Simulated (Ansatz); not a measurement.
Sn2O6H4⁻. The state is a doublet with charge -1. Geometry r2SCAN-D4/def2-SVP, that of the neutral singlet; atoms count from 1.

```csv
atom,x (Å),y (Å),z (Å)
Sn1,0.171,-0.196,-2.074
Sn2,-0.382,1.122,1.523
O3,-1.531,1.816,-0.933
O4,1.928,-0.711,-1.294
O5,-0.126,1.475,-0.641
O6,-0.843,-1.236,-0.174
O7,1.036,-0.404,1.316
O8,-1.690,-0.331,0.600
H9,-1.974,1.008,-0.546
H10,1.947,-0.563,-0.327
H11,1.497,-0.682,2.120
H12,-0.033,-1.297,0.430
```

In the def2 sets Sn takes a core potential; there is no spin–orbit coupling. The structure holds 2 bonds between oxygen atoms, so isomers without such links may lie far lower. The highest occupied level of the charge -1 doublet lies above zero (up to 1.00 eV). By energy differences its removal costs 0.35 eV (vertical, to the charge 0 singlet, at PBE0-D4/def2-TZVPD); a positive level beside a positive removal energy at the same level points to self-interaction error. The structure comes from a short search, and lower isomers may exist.

Q: Estimate the Mulliken populations from the PBE0/def2-TZVPD orbitals of Ansatz.

A: 
```tsv
atom	charge (e)	spin (α − β)
Sn1	0.89	0.12
Sn2	0.67	0.42
O3	-0.34	-0.02
O4	-0.78	0.00
O5	-0.74	0.13
O6	-0.47	0.14
O7	-0.66	-0.22
O8	-0.90	0.23
H9	0.40	0.03
H10	0.34	0.05
H11	0.10	0.07
H12	0.47	0.04
```
Mulliken values and Mayer orders depend strongly on the basis. With diffuse functions, as here, like atoms can get unlike values, and bond orders can come out too low or too high.

Q: Where does the spin sit?

A: Summed by element: Sn 0.54, O 0.27, H 0.19, of 1 unpaired in all. Largest on single atoms: Sn2 0.42, O8 0.23, O7 -0.22.

Q: And the Mayer bond orders between bonded heavy atoms (over 0.3)?

A: Sn1–O4 0.69 (1.99 Å); Sn1–O5 0.34 (2.22 Å); Sn2–O5 0.40 (2.21 Å); Sn2–O8 0.61 (2.16 Å); O3–O5 0.74 (1.47 Å); O6–O8 0.64 (1.46 Å).
